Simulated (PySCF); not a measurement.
pent-4-en-1-ol (C5H10O), SMILES C(CC=C)CO.

The structure is a stationary point at B3LYP-D3(BJ)/def2-SVP. One conformer was computed; it need not be the lowest.

Two levels are set side by side: TDA-PBE/def2-SVPD (PySCF) and TDA-B3LYP/def2-SVPD (PySCF). Vertical, same geometry. The lowest singlet is HOMO−1→LUMO 92 % with PBE and HOMO→LUMO+1 61 %, HOMO→LUMO 31 % with the other functional; states are paired by order. Differences are taken from unrounded values.

```
quantity                               TDA-B3LYP  TDA-PBE  TDA-PBE minus TDA-B3LYP
-------------------------------------  ---------  -------  -----------------------
lowest singlet excitation (eV)              6.53     5.63                    -0.91
lowest triplet excitation (TDA) (eV)        4.39     4.44                     0.04
first bright state (f over 0.05) (eV)       7.32     6.71                    -0.61
its oscillator strength                     0.08     0.05                    -0.02
```

Functionals without exact exchange tend to place singlet excitations lower, as here. Differences between two approximate levels are no errors against the true value.

Rough cost on one machine, each run with all the roots and properties that it gave: TDA-B3LYP against TDA-PBE about 2 times.
